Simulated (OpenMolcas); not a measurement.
Ru3+: moving the ligands

Ru3+ with 6 ligands (chloride) in tetragonal octahedral coordination (D4h) at 2.44 Å, the axial distance 2.464 Å. A charge of +0.5 e stands 2.8 Å behind each ligand. Ligand basis ANO-RCC-VDZP.

```yaml
Program: OpenMolcas 26.06
Method: CASSCF
Basis: ANO-RCC-VDZP [6s5p3d1f]
Scalar_Hamiltonian: DKH2, point nucleus
Active_space: 5 electrons in 5 orbitals (4d)
State_averaging: 2S+1 = 6 even, 1 root; 2S+1 = 4 even, 24 roots; 2S+1 = 2 even, 75 roots
Spin-orbit_coupling: RASSI with atomic mean-field integrals over the reference wave functions
```

Runs around this geometry, states (labels of D4, the rotations of D4h). Energies in cm-1 above the lowest state or level, χT in cm3 K/mol.

```json
{"R (Å)": "2.28", "Axial / equatorial distance": "1.01", "Ground state": "2S+1 = 2", "First state of that spin": "2E 84.8", "First gap with spin-orbit (degeneracies)": "1801 (2, 2)", "χT at 300 K": "0.604", "First state of another spin": "2S+1 = 6: 7427"}
{"R (Å)": "2.44", "Axial / equatorial distance": "1.01", "Ground state": "2S+1 = 6", "First state of that spin": "", "First gap with spin-orbit (degeneracies)": "5.4 (2, 2)", "χT at 300 K": "4.306", "First state of another spin": "2S+1 = 2: 6781"}
{"R (Å)": "2.52", "Axial / equatorial distance": "1.01", "Ground state": "2S+1 = 6", "First state of that spin": "", "First gap with spin-orbit (degeneracies)": "0.5 (2, 2)", "χT at 300 K": "4.343", "First state of another spin": "2S+1 = 4: 10749"}
{"R (Å)": "2.44", "Axial / equatorial distance": "1.06", "Ground state": "2S+1 = 6", "First state of that spin": "", "First gap with spin-orbit (degeneracies)": "10.6 (2, 2)", "χT at 300 K": "4.322", "First state of another spin": "2S+1 = 4: 7687"}
```

The ground state changes within this set.

Without dynamic correlation the repulsion within the d shell is too large (B by tens of per cent), so at a given field states of lower spin stand too high. With metal d orbitals alone the field can be off either way by tens of per cent. Ligand-to-metal charge-transfer states are missing. With no ligand orbital active B as a rule stays too high, so bands that hang on it stand too high and its fall with covalency is understated. Spin-orbit coupling mixes the spin-free states strongly: the lowest level takes only 62 % from its leading state, 2E, which lies 85 cm-1 above the lowest spin-free state (holds for R = 2.28, ratio = 1.01). This shell can be high or low spin here, a state of another spin lies low, and with metal d orbitals alone active their balance is uncertain, so the ground spin may be wrong, although the usual error favours high spin (holds for R = 2.28, ratio = 1.01). The least metal-like active orbital is 69 % on the metal (Löwdin) and no ligand orbital is active, so the numbers are rough, and ground spin, moment and any spin crossover can be artefacts of this space; highly charged d ions in such sites are as a rule low spin (holds for R = 2.28, ratio = 1.01). This shell can be high or low spin here, a state of another spin lies low, and with metal d orbitals alone active their balance is uncertain, so the ground spin may be wrong (holds for R = 2.44, ratio = 1.01; R = 2.52, ratio = 1.01; R = 2.44, ratio = 1.06). The least metal-like active orbital is 79 % on the metal (Löwdin) and no ligand orbital is active, so the numbers are rough (holds for R = 2.44, ratio = 1.01; R = 2.44, ratio = 1.06). The least metal-like active orbital is 81 % on the metal (Löwdin) and no ligand orbital is active, so the numbers are rough (holds for R = 2.52, ratio = 1.01). No measured value stands beside these numbers; the geometry is a model, was not optimised and need not be the one that this ion takes.

A state without a sure symmetry label is named by its multiplicity alone.
